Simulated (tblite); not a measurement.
Species: C4H8SSi2.
Bonds: C1–C2 (double), C2–C3, C3–C4 (triple), C4–Si5, Si5–S6, S6–Si7. Hydrogens: H8, H9 on C1; H10 on C2; H11, H12 on Si5; H13, H14, H15 on Si7.

Computed geometry: GFN2-xTB, gas phase.

Q: What internal coordinates does the optimisation give?

A: 
```csv
bond,length (bohr)
C1=C2,2.512
C2–C3,2.661
C3≡C4,2.288
C4–Si5,3.468
Si5–S6,4.092
S6–Si7,4.037
C1–H8,2.036
C1–H9,2.034
C2–H10,2.047
"Si5–H11, Si5–H12",2.761
"Si7–H13, Si7–H14, Si7–H15",2.752
```

Bonds in one row agree within 0.02 bohr and their mean is given. A selection of angles:
```csv
angle,degrees
C2–C1–H8,121.5
C2–C1–H9,121.6
H8–C1–H9,116.9
C1–C2–C3,123.4
C1–C2–H10,121.4
C3–C2–H10,115.3
C2–C3–C4,179.5
C3–C4–Si5,179.0
C4–Si5–S6,105.0
C4–Si5–H11,111.3
S6–Si5–H11,108.2
H11–Si5–H12,112.4
Si5–S6–Si7,103.4
S6–Si7–H13,108.8
S6–Si7–H14,103.3
H13–Si7–H14,112.8
H13–Si7–H15,110.0
```

Dihedral angles: C4–Si5–S6–Si7 180° (antiperiplanar).

Si5 (SiH2 silicon) is distorted tetrahedral (angles from 105.0° to 112.4°). The 7 heavy atoms lie in one plane (0.001 Å rms). Si7 (SiH3 silicon) is distorted tetrahedral (angles from 103.3° to 112.9°). The C–C distances run from 1.211 Å (C3≡C4, drawn triple) to 1.408 Å (C2–C3, drawn single), a spread of 0.197 Å. The 2 S–Si bonds span 2.136 Å (S6–Si7, drawn single) to 2.166 Å (Si5–S6, drawn single), a spread of 0.030 Å. S6 (sulfur bonded to 2 Si) is bent (angle 103.4°).

Point group: Cs (every atom within 0.08 Å of its image). Its lowest GFN2-xTB frequency is 13 cm⁻¹, too small to tell a flat minimum from a shallow saddle. One conformer, not necessarily the lowest. 2 starts were optimised and ended at 0.00 and 0.14 kcal/mol (GFN2-xTB); the lowest of these is shown.
